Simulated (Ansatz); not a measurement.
**Worked example: a bond strength in InCNClF (SMILES N#[C][In]([F])[Cl])**

InCNClF: 5 atoms, total charge 0, spin state singlet. SMILES: `N#[C][In]([F])[Cl]`. Geometry: optimised at r2SCAN/def2-SVP.

```xyz
5

N    -1.4038    1.4720    1.6598
C    -0.7855    0.7990    0.9363
In    0.3296   -0.4073   -0.3709
F     0.4419   -2.3179   -0.0410
Cl    1.4677    0.3806   -2.2257
```

Wanted: the dissociation energy of the F4–In3 bond into doublet F and doublet InCNCl (shapes relaxed at r2SCAN/def2-SVP, no zero-point term). 1 Eh = 2625.50 kJ/mol = 27.2114 eV. Totals in Eh; open shells run unrestricted unless said.

| level | program | InCNClF | doublet F | doublet InCNCl |
| --- | --- | --- | --- | --- |
| PBE/def2-SVP (core potential) | Ansatz | -842.396667 | -99.539757 | -742.684660 |
| r2SCAN/def2-SVP (core potential) | Ansatz | -842.732333 | -99.598774 | -742.968478 |
| RPA@PBE/def2-SVP (core potential), 12 core orbitals frozen in the whole | Ansatz | -841.195188 | -99.515495 | -741.534179 |

**Question.** Work out the dissociation energy at each level.

**Answer.** 
1. PBE/def2-SVP (core potential): (-99.539757) + (-742.684660) − (-842.396667) = 0.172250 Eh = 452.2 kJ/mol = 4.69 eV.
2. r2SCAN/def2-SVP (core potential): (-99.598774) + (-742.968478) − (-842.732333) = 0.165081 Eh = 433.4 kJ/mol = 4.49 eV.
3. RPA@PBE/def2-SVP (core potential): (-99.515495) + (-741.534179) − (-841.195188) = 0.145514 Eh = 382.0 kJ/mol = 3.96 eV.

The levels span 382 to 452 kJ/mol; no measured value is set beside them. A bond enthalpy at 298 K also holds the loss of zero-point energy and thermal terms.
